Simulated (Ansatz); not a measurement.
Cost and result for the atomization energy of H₃NSSn (`[NH2][Sn][SH]`) (6 atoms, 5 bonds).

Charge 0, multiplicity 1. Correlated methods include outer-core shells of Sn, which these sets cover unevenly. Sn: def2 effective core potential. The structure was optimised at the PBE0-D4/def2-TZVP level. It is one conformer, not always the lowest. Program: Ansatz. All runs use 2 threads of a server CPU on a shared host. Times are those of one run each, without the atoms' runs, and a repeat can differ threefold. Electronic energies, without spin–orbit coupling; frozen cores. CCSD(T)/CBS adds CCSD(T) − MP2 in def2-TZVPP to the MP2 limit, and its time is that of the two runs behind it. T1 = 0.016. With those shells the extrapolation isn't a true limit. B3LYP takes the VWN-RPA correlation (the form of Gaussian; ORCA's B3LYP/G). HSE06 is the plane-wave form, built on full-range PBE exchange.

CCSD(T)/CBS is a level of theory with its own doubt, some kJ/mol a heavy atom from the limit and from the frozen cores, so smaller differences don't rank the functionals.

```tsv
level	functions	wall time	atomization (kcal/mol)	difference from CCSD(T)/CBS	per bond
LDA (SPW92)/def2-TZVPP	165	1.1 s	495.5	67.4	13.5
revPBE-D4/def2-TZVPP	165	1.8 s	423.6	-4.5	-0.9
CCSD(T)/def2-SVP	73	2.4 s	377.3	-50.8	-10.2
BHLYP-D4/def2-TZVPP	165	2.6 s	408.1	-20.0	-4.0
HSE06-D4/def2-TZVPP	165	3 s	422.1	-6.0	-1.2
CAM-B3LYP-D4/def2-TZVPP	165	3 s	425.0	-3.1	-0.6
B3LYP-D4/def2-TZVPP (with forces)	165	3.3 s	426.9	-1.2	-0.2
B97M-V/def2-TZVPP	165	6.5 s	429.9	1.8	0.4
ωB97X-V/def2-TZVPP	165	7 s	428.2	0.1	0.0
ωB97M-V/def2-TZVPP (with forces)	165	9 s	426.1	-2.0	-0.4
MP2/def2-QZVPP	299	14 s	423.9	-4.2	-0.8
CCSD(T)/def2-TZVPP	165	34 s	408.6	-19.5	-3.9
CCSD(T)/CBS(def2)	–	48 s	428.1	0.0	0.0
```

From BLYP to BHLYP (50 % exact exchange), in def2-TZVPP and without D4, the atomization energy moves by −20.9 kcal/mol: exact exchange takes away binding that semilocal exchange gives to molecules. At CCSD(T), def2-SVP lies −50.8 kcal/mol from the extrapolated value and def2-TZVPP −19.5 kcal/mol: correlation converges slowly with the basis, and small sets miss more of it in the bonded molecule than in its fragments. In def2-TZVPP, CCSD(T) changes the Hartree–Fock value by +140.9 kcal/mol (the triples alone add +9.7 kcal/mol) and MP2 by +144.5 kcal/mol; breaking electron pairs costs correlation energy, which Hartree–Fock lacks.

Spin–orbit coupling would lower the free Sn atoms strongly, and the atomization energy with them, by more than many differences here. For some Ge, Se and Sn compounds the MP2-based and the directly extrapolated limit differ by 10 to 25 kJ/mol.
